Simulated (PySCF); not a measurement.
**Correlation energy of Eu⁴⁸⁺ (europium, charge +48)**

[Ne] 3s2 3p3, high-spin 4S determinant. Computed with PySCF 2.14 in an uncontracted even-tempered set (17 s from 11 bohr⁻², ratio 2.5; 12 p from 14 bohr⁻², ratio 2.5; 4 d from 56 bohr⁻², ratio 2.7; 4 f from 84 bohr⁻², ratio 2.7), with scalar relativity by spin-free X2C-1e. Frozen: 1s2; 13 electrons correlated; the 20 highest virtual orbitals of each spin left out.

| level | correlation energy (mhartree) |
| --- | --- |
| CCSD | -545.96 |
| (T) | -0.64 |
| CCSD(T) | -546.60 |

Diagnostics: T1 = 0.00019, D1 = 0.0006, largest double amplitude 0.018.

Spin-orbit coupling is strong in this species (close to jj coupling), so the high-spin LS determinant is a model state, not a physical level.

Cost of the coupled-cluster step: of the order of 40 core-seconds, for 13 correlated electrons.

At this charge the one-electron X2C treatment keeps the bare 1/r₁₂, with no two-electron picture change or Breit term. The effect here is smaller than on the frozen 1s shell; and a scalar Hamiltonian misses the large spin-orbit splitting of the p shells, which matters for ns² → np² pairs.

Spin-orbit coupling is strong in this species, so the high-spin LS determinant is a model state.
